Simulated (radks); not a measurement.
The numbers below are computed, except where a source is named.
The table gives one normalised radial function P(r) = r R(r) of Ta in [Xe] 4f14 5d5 (r in bohr). Level of theory: scalar-relativistic Kohn-Sham, r2SCAN, spin-unpolarised, spherical densities, finite nucleus; meta-GGA in the generalised Kohn-Sham scheme; Fermi nuclear charge, rms radius 5.3507 fm (a radial shooting solver on a logarithmic mesh with Libxc functionals).

r             P
0.001083  0.0000
0.001467  0.0000
0.001988  0.0000
0.002695  0.0000
0.003623  0.0000
0.00491   0.0000
0.006655  0.0000
0.009019  0.0001
0.01222   0.0002
0.01657   0.0005
0.02245   0.0014
0.03043   0.0041
0.04124   0.0115
0.05589   0.0302
0.07574   0.0742
0.1018    0.1643
0.138     0.3346
0.187     0.5982
0.2535    0.9183
0.3436    1.1872
0.4656    1.2685
0.631     1.1133
0.8552    0.8123
1.159     0.4959
1.571     0.2512
2.112     0.1061
2.862     0.0343
3.879     0.0081
5.257     0.0012
7.125     0.0001
9.656     0.0000

Which n and l does it have? It may be an empty orbital.

Answer. n = 4, l = 3: the number of nodes gives n - l - 1 = 0, the rise at small r (about r^(l+1), flatter next to the nucleus through relativity) gives l, and the extent must fit the shell. The curve is that of 4f. 4f: eigenvalue -21.999 eV, 0 radial nodes, <r> = 0.640 bohr, 90 % of the charge inside 1.07 bohr.
